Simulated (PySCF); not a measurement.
B(F)2(OH) (BF2HO), SMILES OB(F)F.

The structure is a stationary point at B3LYP-D3(BJ)/def2-TZVP. Other conformers were not sampled.

Computed with PySCF with TDA-PBE0/def2-SVPD.

Vertical excitations. Isolated molecule, no solvent. State labels are in the subgroup Cs.

```tsv
state	symmetry	energy (eV)	λ (nm)	f	main pairs
S1	A"	9.16	135	0.028	HOMO→LUMO 97 %
S2	A'	9.76	127	0.025	HOMO−1→LUMO 97 %
S3	A"	10.59	117	0.003	HOMO−1→LUMO+1 97 %
S4	A"	10.79	115	0.000	HOMO→LUMO+2 93 %
S5	A'	10.84	114	0.028	HOMO−2→LUMO 93 %
S6	A'	11.17	111	0.183	HOMO→LUMO+1 78 %
S7	A"	11.17	111	0.000	HOMO−3→LUMO 96 %
S8	A"	11.38	109	0.001	HOMO−2→LUMO+1 98 %
S9	A'	11.41	109	0.043	HOMO−1→LUMO+2 89 %
S10	A'	11.84	105	0.139	HOMO−4→LUMO 91 %
T1	A"	8.79	141	0	HOMO→LUMO 94 %
T2	A'	9.23	134	0	HOMO→LUMO+1 97 %
T3	A'	9.42	132	0	HOMO−1→LUMO 91 %
T4	A"	10.18	122	0	HOMO−1→LUMO+1 98 %
```
Triplets are in the Tamm–Dancoff approximation.
